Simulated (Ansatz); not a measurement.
Ligand exchange: SiH(CH3)F2 + GaHF2 → SiHF3 + GaH(CH3)F

Species: SiH(CH3)F2, singlet; GaHF2 `[F][GaH][F]`, singlet; SiHF3 `F[SiH](F)F`, singlet; GaH(CH3)F, singlet. The partners trade CH3 for F: Si–CH3 and Ga–F bonds give way to Si–F and Ga–CH3.

Shapes, held fixed at every level: PBE0-D4/def2-TZVP. Programs: Ansatz 0.2.0. Electronic energies: no zero-point or thermal term.

**Question.** Estimate ΔE of this reaction.

**Answer.** The highest level, CCSD(T)/def2-TZVPP, gives ΔE = -54.4 kJ/mol; the levels span -55.3 to -45.9. The column of differences is taken from that level and isn't an error. No measured value is set beside it here. Relativity is left out for Ga. Outer-core shells of Ga are correlated, in sets that cover them unevenly.

```tsv
level	kind	ΔE (kJ/mol)	less CCSD(T)/def2-TZVPP
SPW92/def2-TZVPP	LDA	-52.8	+1.6
PBE-D4/def2-TZVPP	GGA	-45.9	+8.5
B3LYP-D4/def2-TZVPP	global hybrid	-51.1	+3.3
r2SCAN0-D4/def2-TZVPP	global hybrid	-53.3	+1.1
wB97X-V/def2-TZVPP	range-separated hybrid	-47.4	+7.0
CCSD/def2-TZVPP	coupled cluster or CI	-55.3	-0.9
CCSD(T)/def2-TZVPP	coupled cluster or CI	-54.4	0.0
```
